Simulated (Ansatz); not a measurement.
Stepwise reaction of `C=[CH][GaH2]` with hydrogen chloride, as a gas-phase model of exchange steps in deposition or etching. ΔE in kJ/mol; ΔG adds harmonic PBE0-D4 terms to CCSD(T)/CBS, at 1 bar.

Computed with Ansatz on PBE0-D4/def2-TZVP structures; ΔE is electronic, products minus reactants. CCSD(T)/CBS is the MP2 limit (def2-TZVPP, def2-QZVPP) plus CCSD(T) − MP2 in def2-TZVPP, frozen cores. This one scheme is used for every species. Functionals use def2-TZVPP. B3LYP here is the variant with VWN-RPA as its local correlation; programs differ in this. For Ga outer-core shells are correlated without core-valence functions, which leaves a few kJ/mol of doubt a bond. Scalar relativity is left out up to krypton. Each species was taken in one conformer, which may not be the lowest.

```
step                                               reaction  PBE-D4  B3LYP-D4  ωB97M-V  CCSD(T)/CBS  ΔG(500 K)
   1          `C=[CH][GaH2]` + HCl → `C=[CH][GaH][Cl]` + H₂  -115.7    -117.3   -114.8       -117.4     -110.3
   2  `C=[CH][GaH][Cl]` + HCl → `C=[CH][Ga]([Cl])[Cl]` + H₂  -101.8    -103.6   -101.5       -103.7      -95.0
```

Q: By hand: ΔE of the 2 steps together at CCSD(T)/CBS.

A: (-117.4) + (-103.7) = -221.1 kJ/mol, or -110.6 kJ/mol a step.

In ΔE each step is higher than the one before. All are downhill at CCSD(T)/CBS. ΔG lies between -110.3 and -95.0 kJ/mol a step. PBE-D4 differs from CCSD(T)/CBS by 1.7 to 1.9 kJ/mol a step. Isolated molecules leave out the surface, adducts and barriers. Largest T1 diagnostic: 0.013.
